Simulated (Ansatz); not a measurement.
Consider the cleavage of the B–Al bond: `F[BH][AlH2]` + `C[NH][GeH3]` → `C[N]([GeH3])BF` + `[AlH3]`.

Calculated with Ansatz (gas phase, PBE0-D4/def2-TZVP geometries, no zero-point term in ΔE). CBS: MP2 limit from def2 TZ/QZ plus the TZ coupled-cluster correction, frozen cores. This one scheme is used for every species. Functionals use def2-TZVPP. For Ge outer-core shells are correlated without core-valence functions, which leaves a few kJ/mol of doubt a bond. Scalar relativity is left out up to krypton. Each species was taken in one conformer, which may not be the lowest.

`F[BH][AlH2]`:

Z-matrix (Å, degrees):
```
B
Al 1 2.161
F 1 1.329 2 120.8
H 1 1.210 2 125.0 3 -180.0
H 2 1.592 1 120.9 3 91.2
H 2 1.592 1 120.9 3 -91.3
```

`C[NH][GeH3]`:

Z-matrix (Å, degrees):
```
C
N 1 1.450
H 1 1.100 2 114.8
H 1 1.094 2 110.2 3 121.9
H 1 1.094 2 109.5 3 -120.8
Ge 2 1.838 1 118.0 3 67.0
H 2 1.010 1 111.6 3 -66.0
H 6 1.549 2 113.3 1 -56.3
H 6 1.536 2 107.2 1 -177.3
H 6 1.537 2 107.0 1 63.0
```

`C[N]([GeH3])BF`:

```xyz
12

C     1.108    0.673    0.655
N     0.186   -0.213   -0.034
Ge   -1.531    0.461   -0.288
B     0.593   -1.475   -0.463
F    -0.267   -2.283   -1.099
H     2.082    0.193    0.756
H     0.748    0.923    1.659
H     1.248    1.611    0.107
H    -2.384   -0.575   -1.016
H    -1.395    1.762   -1.099
H    -2.099    0.793    1.103
H     1.710   -1.872   -0.280
```

`[AlH3]`:

```xyz
4

Al    0.000    0.000    0.000
H     0.030    1.440   -0.664
H     1.217   -0.488    0.892
H    -1.247   -0.952   -0.228
```

```tsv
species	PBE-QIDH energy (Eh)
`F[BH][AlH2]`	-368.62537
`C[NH][GeH3]`	-2173.38090
`C[N]([GeH3])BF`	-2298.08730
`[AlH3]`	-243.99189
```

**Question.** Work out ΔE.

**Answer.** ΔE = (-2298.08730) + (-243.99189) − (-368.62537) − (-2173.38090) = -0.07292 Eh = -191.5 kJ/mol. CCSD(T)/CBS gives -189.4 kJ/mol.

Largest T1 diagnostic among the species: 0.014.

From BLYP to BHLYP (50 % exact exchange), in def2-TZVPP and without D4, ΔE moves by −12.7 kJ/mol. The D4 term adds −6.7 kJ/mol with B3LYP and −3.7 kJ/mol with PBE0; it sums over pairs of atoms, weighted by their polarisabilities, and B3LYP, whose exchange is more repulsive, gets the larger term.

B3LYP here is the variant with VWN-RPA as its local correlation; programs differ in this.
